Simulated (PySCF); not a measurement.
B(Me)(vinyl)(OH) (C3H7BO), SMILES C=CB(O)C. Atoms are numbered in the order given.

```xyz
12

B      0.0569    -0.4560     0.0000
C     -0.7239    -1.8311     0.0000
H     -1.3892    -1.8869     0.8801
H     -1.3892    -1.8869    -0.8801
H     -0.0842    -2.7297     0.0000
C     -0.7113     0.9104     0.0000
C     -0.0933     2.1022     0.0000
H     -1.8097     0.9038     0.0000
H     -0.6389     3.0526     0.0000
H      1.0004     2.1660     0.0000
O      1.4201    -0.3952     0.0000
H      1.8364    -1.2655     0.0000
```

Coordinates come from a B3LYP-D3(BJ)/def2-SVP optimisation. One conformer was computed; it need not be the lowest.

Two levels are set side by side: PBE/pcSseg-1 (PySCF) and B3LYP/pcSseg-1 (PySCF). GIAO shifts against BF3 (¹¹B), H2O (¹⁷O), TMS (¹H), TMS (¹³C) at the same level; non-relativistic, no solvent, atoms listed together averaged. Differences are taken from unrounded values.

```json
[
 {"quantity": "δ(¹¹B) of B1 (ppm)", "B3LYP": "34.0", "PBE": "32.6", "PBE minus B3LYP": "-1.4"},
 {"quantity": "δ(¹³C) of C2 (ppm)", "B3LYP": "10.7", "PBE": "11.1", "PBE minus B3LYP": "0.4"},
 {"quantity": "δ(¹³C) of C6 (ppm)", "B3LYP": "145.8", "PBE": "145.2", "PBE minus B3LYP": "-0.6"},
 {"quantity": "δ(¹³C) of C7 (ppm)", "B3LYP": "147.1", "PBE": "144.8", "PBE minus B3LYP": "-2.4"},
 {"quantity": "δ(¹H) of H8 (ppm)", "B3LYP": "6.39", "PBE": "6.56", "PBE minus B3LYP": "0.17"},
 {"quantity": "δ(¹⁷O) of O11 (ppm)", "B3LYP": "178.3", "PBE": "191.5", "PBE minus B3LYP": "13.2"},
 {"quantity": "δ(¹H) of H12 (ppm)", "B3LYP": "5.10", "PBE": "5.32", "PBE minus B3LYP": "0.22"}
]
```

Rough cost on one machine, each run with all the roots and properties that it gave: B3LYP against PBE within a factor of 2.
